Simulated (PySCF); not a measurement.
C4H9O2, SMILES O(CCOC)[CH2], multiplicity 2.

Coordinates come from a PBE0-D3(BJ)/def2-SVP optimisation. The isomer is the one that the SMILES or the coordinates give; other isomers of the formula were not compared. One conformer was computed; it need not be the lowest.

The numbers are results of TDA-CAM-B3LYP/def2-SVPD (PySCF), not measurements.

Vertical excitations. 

**Question.** Give excitation energies, oscillator strengths and character. (The exact figures need the calculation; the answer reports its results.)

**Answer.** 
| state | energy (eV) | λ (nm) | f | main pairs |
|---|---|---|---|---|
| root 1 | 4.83 | 256 | 0.027 | α HOMO→LUMO+1 48 %, α HOMO→LUMO 25 %, α HOMO→LUMO+2 23 % |
| root 2 | 5.64 | 220 | 0.001 | α HOMO→LUMO+2 33 %, α HOMO→LUMO 33 %, α HOMO→LUMO+5 14 %, α HOMO→LUMO+4 9 % |
| root 3 | 5.89 | 211 | 0.003 | α HOMO→LUMO+3 27 %, α HOMO→LUMO+4 24 %, α HOMO→LUMO+2 16 %, α HOMO→LUMO+7 15 % |
| root 4 | 6.10 | 203 | 0.014 | α HOMO→LUMO+8 12 %, α HOMO→LUMO 9 %, α HOMO→LUMO+3 9 %, α HOMO→LUMO+4 6 %, β HOMO−1→LUMO 25 %, β HOMO−2→LUMO 7 %, β HOMO−3→LUMO 5 % |
| root 5 | 6.23 | 199 | 0.014 | α HOMO→LUMO 17 %, α HOMO→LUMO+8 14 %, α HOMO→LUMO+1 6 %, α HOMO→LUMO+5 6 %, β HOMO−1→LUMO 25 %, β HOMO−3→LUMO 8 %, β HOMO−2→LUMO 8 % |
| root 6 | 6.48 | 191 | 0.008 | α HOMO→LUMO+3 34 %, α HOMO→LUMO+10 8 %, α HOMO→LUMO+4 7 %, α HOMO→LUMO 6 %, β HOMO−3→LUMO 16 % |
| root 7 | 6.68 | 186 | 0.008 | α HOMO→LUMO+8 26 %, α HOMO→LUMO+1 22 %, α HOMO→LUMO+7 12 %, α HOMO→LUMO+2 10 % |
| root 8 | 6.84 | 181 | 0.069 | α HOMO→LUMO+3 12 %, α HOMO→LUMO+8 7 %, β HOMO−3→LUMO 35 %, β HOMO−1→LUMO 25 % |
| root 9 | 6.93 | 179 | 0.019 | α HOMO→LUMO+6 51 %, α HOMO→LUMO+9 21 %, α HOMO→LUMO+11 11 % |
| root 10 | 7.11 | 174 | 0.000 | α HOMO−1→LUMO 36 %, β HOMO→LUMO+1 44 % |
Unrestricted roots are not spin-pure.
